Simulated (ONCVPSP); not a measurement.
**u(r) = r·R(r): atom against pseudo-atom (carbon (C))**

Columns: radius, all-electron u(r) and pseudo u(r) of the 2p shell (level -5.23 eV) of carbon in the configuration [He] 2s2 2p2; PBEsol, scalar-relativistic, ONCV scheme, ONCVPSP 4.0.1.

```
r (bohr)  all-electron  pseudo
   0.098        0.0456  0.0204
   0.195        0.1390  0.0779
   0.292        0.2450  0.1644
   0.390        0.3478  0.2698
   0.488        0.4387  0.3803
   0.585        0.5147  0.4831
   0.682        0.5768  0.5707
   0.780        0.6259  0.6390
   0.878        0.6621  0.6860
   0.975        0.6864  0.7133
   1.072        0.7010  0.7251
   1.170        0.7072  0.7258
   1.268        0.7064  0.7188
   1.365        0.6999  0.7071
   1.463        0.6889  0.6924
   1.560        0.6744  0.6758
   1.658        0.6570  0.6574
   1.755        0.6377  0.6378
   1.852        0.6170  0.6170
   1.950        0.5950  0.5950
   2.047        0.5725  0.5725
   2.145        0.5495  0.5495
   2.242        0.5266  0.5266
   2.340        0.5036  0.5036
   2.438        0.4808  0.4808
   2.535        0.4587  0.4587
```

(1) How many radial nodes do the two functions have?

(2) At about which radius was the pseudo-wave matched?

(3) Is the pseudo-wave norm-conserving?

Results:

(1) The all-electron 2p function has n − l − 1 = 0; the pseudo-wave has 0.

(2) 1.90 bohr. The columns agree to 0.0005 from 1.66 bohr on; several derivatives are matched, so the curves merge somewhat inside the radius.

(3) Yes: the ONCV scheme keeps the norm inside the radius equal to the all-electron one, which fixes the energy derivative of the logarithmic derivative at the level.
